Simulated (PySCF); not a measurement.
Give a PBE0-D3(BJ)/def2-SVP geometry of InChI=1S/C4H6F2O/c1-4(2-7-4)3(5)6/h3H,2H2,1H3/t4-/m1/s1.

Z-matrix in Å and degrees, rows numbered from 1:
```
C 
C   1  1.5006
C   2  1.5077  1  115.57
F   3  1.3524  2  109.87  1   -64.08
F   3  1.3506  2  110.14  1    54.07
C   2  1.4639  1  122.28  3  -154.60
O   6  1.4105  2   58.85  1  -104.51
H   1  1.0980  2  110.25  3  -179.63
H   1  1.0996  2  110.27  3    59.69
H   1  1.0992  2  109.87  3   -59.69
H   3  1.1038  2  111.51  1   174.62
H   6  1.0971  2  118.48  7   104.78
H   6  1.0982  2  120.42  7  -103.77
```

The C–C distances run from 1.464 Å (C2–C6, drawn single) to 1.508 Å (C2–C3, drawn single), a spread of 0.044 Å. The 3-membered ring C2–C6–O7 has internal angles of 58.7° to 62.5°. Of the pairs four or more bonds apart, F5···H10 is among the closest relative to their van der Waals radii: 2.59 Å, 97 % of the sum of Bondi's values.

Computed with PBE0-D3(BJ)/def2-SVP geometry optimisation, gas phase (PySCF).

Point group: C1 (no symmetry element, even within 0.4 Å). No frequency check. The numbers are those of one conformer (C1–C2–C3–F4 -64°).
